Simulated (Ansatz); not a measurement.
An input meant for TiF4 (charge 0, singlet; scaled by 0.96).

```yaml
crystal:
  periodic: [false, false, false]
  atoms:
    - {symbol: Ti, position_ang: [0.000000, -0.000002, -0.000000]}
    - {symbol: h, position_ang: [0.008896, -0.015023, 1.674257]}
    - {symbol: F, position_ang: [1.575601, 0.008844, -0.566431]}
    - {symbol: F, position_ang: [-0.795509, 1.370127, -0.541625]}
    - {symbol: F, position_ang: [-0.788979, -1.363955, -0.566201]}
basis:
  gaussian: {orbitals: cc-pVDZ}
hamiltonian: {xc: {name: wB97X-V}}
```

```sh
$ ansatz run in.yaml --threads 4 --pin off --events-out ev --progress --plain --max-ram 3916MiB
```

Output, abridged:

```
Error: YAML parse error: error: line 5 column 16: `h` is not an element symbol (H … Og, case-exact)
 --> <input>:5:16
3 |   atoms:
4 |     - {symbol: Ti, position_ang: [0.000000, -0.000002, -0.000000]}
5 |     - {symbol: h, position_ang: [0.008896, -0.015023, 1.674257]}
6 |     - {symbol: F, position_ang: [1.575601, 0.008844, -0.566431]}
7 |     - {symbol: F, position_ang: [-0.795509, 1.370127, -0.541625]}
```

In this input an element symbol is wrong. The input was rejected before any iteration.
